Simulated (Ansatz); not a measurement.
```yaml
crystal:
  periodic: [false, false, false]
  atoms:
    - {symbol: O, position_ang: [-1.418480, 0.586822, -1.108637]}
    - {symbol: Si, position_ang: [-0.773056, 0.069422, 0.305666]}
    - {symbol: O, position_ang: [-0.571583, 1.290131, 1.366537]}
    - {symbol: O, position_ang: [-1.740198, -0.964305, 1.108965]}
    - {symbol: O, position_ang: [0.616346, -0.638111, -0.123127]}
    - {symbol: Al, position_ang: [2.216960, -0.585566, -0.611433]}
    - {symbol: F, position_ang: [2.975577, 0.874953, -0.653527]}
    - {symbol: H, position_ang: [-2.300517, 0.958825, -1.064622]}
    - {symbol: H, position_ang: [-0.158390, 2.087554, 1.033739]}
    - {symbol: H, position_ang: [-1.783106, -1.861333, 0.777565]}
    - {symbol: H, position_ang: [3.001848, -1.875592, -1.010428]}
basis:
  gaussian: {orbitals: def2-mTZVP, point_charges: [{charge: 1.00, position_ang: [6.029, 0.713, -0.262]}]}
magnetization: {spin_polarized: true, initial_magnetization: 1}
hamiltonian: {xc: {name: SVWN5}}
accuracy: high
output: {forces: true}
```

```sh
$ ansatz run in.yaml --threads 2 --pin off --events-out ev --progress --plain --max-ram 32768MiB --backend cpu
```

Task: How does Ansatz answer? (Best estimate.)

Result: Computed: The program refused the input.
```
Error: a molecule whose nuclei and cores have a total charge of 72 cannot have a net charge of 0 together with 1 unpaired electrons
```
